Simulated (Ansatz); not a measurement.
`C[N](C)[GeH]` + HBr → `[GeH][Br]` + dimethylamine at 298.15 K and 1 bar (ligand exchange at a Ge–N bond).

Computed with Ansatz on PBE0-D4/def2-TZVP structures; ΔE is electronic, products minus reactants. CCSD(T)/CBS is the MP2 limit (def2-TZVPP, def2-QZVPP) plus CCSD(T) − MP2 in def2-TZVPP, frozen cores. For Br, Ge outer-core shells are correlated without core-valence functions, which leaves a few kJ/mol of doubt a bond. Scalar relativity is left out up to krypton.

| species | CCSD(T)/CBS energy (Eh) | H − E (kJ/mol) | S (J/(mol·K)) |
| --- | --- | --- | --- |
| `C[N](C)[GeH]` | -2211.10778 | 251.8 | 319.2 |
| HBr | -2573.91920 | 24.6 | 198.6 |
| `[GeH][Br]` | -4650.03665 | 28.7 | 275.9 |
| `CNC` | -135.00321 | 256.9 | 271.4 |

H − E and S are ideal-gas, rigid-rotor, harmonic terms from PBE0-D4/def2-TZVP. 1 Eh = 2625.50 kJ/mol, R = 8.31446 J/(mol·K).

Problem. By hand: ΔE, ΔH, ΔS and ΔG.

Solution. ΔE = (-4650.03665) + (-135.00321) − (-2211.10778) − (-2573.91920) = -0.01288 Eh = -33.8 kJ/mol. Δ(H − E) = 28.7 + 256.9 − 251.8 − 24.6 = 9.2, so ΔH = -24.6 kJ/mol. ΔS = 275.9 + 271.4 − 319.2 − 198.6 = 29.5 J/(mol·K). ΔG = -24.6 − 298.15 × (29.5)/1000 = -33.4 kJ/mol.

Problem. By hand: the equilibrium constant, and the temperature at which ΔG would vanish if ΔH and ΔS stayed fixed.

Solution. log₁₀ K = −ΔG/(RT ln 10) = 5.9. ΔH and −TΔS have one sign here, so there is no such temperature.

TΔS isn't small against ΔH here. A doubt of 5 kJ/mol in ΔE shifts log₁₀ K by 0.9 here. These are equilibria of isolated gas molecules and say nothing of rates. Largest T1 diagnostic: 0.016 (customary marks: 0.02 for closed shells, 0.045 for open ones).
